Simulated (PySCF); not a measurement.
Stretching TeC

Set-up: basis Te aug-cc-pVDZ-PP with ECP28, C aug-cc-pVDZ; scalar-relativistic core potentials; PySCF 2.14. Energies in eV from Te + C in their ground configurations at the same level. State: ¹Σ⁺ (singlet), closed shell.

All columns are PBE0. A positive dipole means Te(−)C(+).

```json
{"R (Å)": "1.632", "E (eV)": "-2.934", "μ (D)": "-3.32", "Mulliken charge on Te (basis-dependent)": "0.73", "HOMO (eV)": "-7.38", "LUMO (eV)": "-2.14", "Mayer bond order": "2.49", "⟨S²⟩": "0.00"}
{"R (Å)": "1.708", "E (eV)": "-3.881", "μ (D)": "-3.12", "Mulliken charge on Te (basis-dependent)": "0.70", "HOMO (eV)": "-7.61", "LUMO (eV)": "-2.34", "Mayer bond order": "2.43", "⟨S²⟩": "0.00"}
{"R (Å)": "1.784", "E (eV)": "-4.401", "μ (D)": "-2.89", "Mulliken charge on Te (basis-dependent)": "0.67", "HOMO (eV)": "-7.81", "LUMO (eV)": "-2.55", "Mayer bond order": "2.40", "⟨S²⟩": "0.00"}
{"R (Å)": "1.841", "E (eV)": "-4.583", "μ (D)": "-2.72", "Mulliken charge on Te (basis-dependent)": "0.64", "HOMO (eV)": "-7.93", "LUMO (eV)": "-2.71", "Mayer bond order": "2.39", "⟨S²⟩": "0.00"}
{"R (Å)": "1.898", "E (eV)": "-4.631", "μ (D)": "-2.54", "Mulliken charge on Te (basis-dependent)": "0.61", "HOMO (eV)": "-8.04", "LUMO (eV)": "-2.86", "Mayer bond order": "2.39", "⟨S²⟩": "0.00"}
{"R (Å)": "1.955", "E (eV)": "-4.575", "μ (D)": "-2.36", "Mulliken charge on Te (basis-dependent)": "0.58", "HOMO (eV)": "-8.13", "LUMO (eV)": "-3.01", "Mayer bond order": "2.40", "⟨S²⟩": "0.00"}
{"R (Å)": "2.031", "E (eV)": "-4.380", "μ (D)": "-2.13", "Mulliken charge on Te (basis-dependent)": "0.53", "HOMO (eV)": "-7.96", "LUMO (eV)": "-3.21", "Mayer bond order": "2.42", "⟨S²⟩": "0.00"}
{"R (Å)": "2.126", "E (eV)": "-4.004", "μ (D)": "-1.84", "Mulliken charge on Te (basis-dependent)": "0.46", "HOMO (eV)": "-7.78", "LUMO (eV)": "-3.45", "Mayer bond order": "2.45", "⟨S²⟩": "0.00"}
{"R (Å)": "2.240", "E (eV)": "-3.438", "μ (D)": "-1.52", "Mulliken charge on Te (basis-dependent)": "0.38", "HOMO (eV)": "-7.58", "LUMO (eV)": "-3.71", "Mayer bond order": "2.49", "⟨S²⟩": "0.00"}
{"R (Å)": "2.392", "E (eV)": "-2.835", "μ (D)": "-1.76", "Mulliken charge on Te (basis-dependent)": "0.34", "HOMO (eV)": "-7.39", "LUMO (eV)": "-4.15", "Mayer bond order": "1.95", "⟨S²⟩": "0.84"}
```

A fit through these points gives, at Re = 1.893 Å, μ = -2.56 D and dμ/dR = 3.13 D/Å; the reduced mass is 10.99 u.

Problem. How strong is the fundamental in the double-harmonic approximation, I = 42.26·(dμ/dR)²/μred km/mol?

Solution. I = 42.26·(3.13)²/10.99 = 37.7 km/mol at PBE0.

The closed-shell solution turns unstable on stretching: from about 2.39 Å a spin-polarised solution lies lower.

⟨S²⟩ of the unrestricted solution departs from its pure value on part of the curve, where spin states mix. Spin–orbit coupling is left out, which matters for elements this heavy, above all for dissociation energies.
